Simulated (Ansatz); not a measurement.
Molecule: sum formula BNH$_{2}$Cl$_{2}$ (charge 0, singlet). SMILES: ClB(N)Cl
Geometry from a B3LYP-D3(BJ)/def2-TZVP (Ansatz, a quantum-chemistry and plane-wave program) optimisation:
```xyz
6

B     -0.3399    -0.0733     0.0373
Cl     0.1805     1.5754    -0.3440
Cl     0.8739    -1.3479     0.2283
N     -1.6864    -0.3638     0.1851
H     -2.4032     0.3349     0.0837
H     -2.0181    -1.2886     0.4015
```
Charge 0, spin multiplicity 1.

Property: vertical triplet-singlet gap (E(triplet) - E(singlet); each state is the SCF solution reached for its spin), in kcal/mol. Cores are frozen in the correlated levels unless marked. UHF or UKS for open shells. Spin-orbit coupling is left out. Non-relativistic. CBS marks a two-point X^-3 extrapolation of the correlation energy; Hartree-Fock from the larger set. [CCSD(T)-MP2]/basis is that difference in the basis named.

RI-MP2/CBS(aug-cc-pV(T+d)Z,aug-cc-pV(Q+d)Z)+[CCSD(T)-MP2]/aug-cc-pV(T+d)Z (Ansatz) gives 155.8 kcal/mol.

**Question.** Another calculation gave 154.2 kcal/mol. Which level was it?
A) CAM-B3LYP/def2-TZVPD (Ansatz)
B) SVWN5/def2-TZVPD (Ansatz)
C) wB97M-V/def2-TZVPD (Ansatz)
D) PBE0/def2-TZVPD (Ansatz)

**Answer.** C, wB97M-V/def2-TZVPD (Ansatz). The others give 149.0 (CAM-B3LYP), 143.5 (PBE0), 140.0 (SVWN5) kcal/mol.
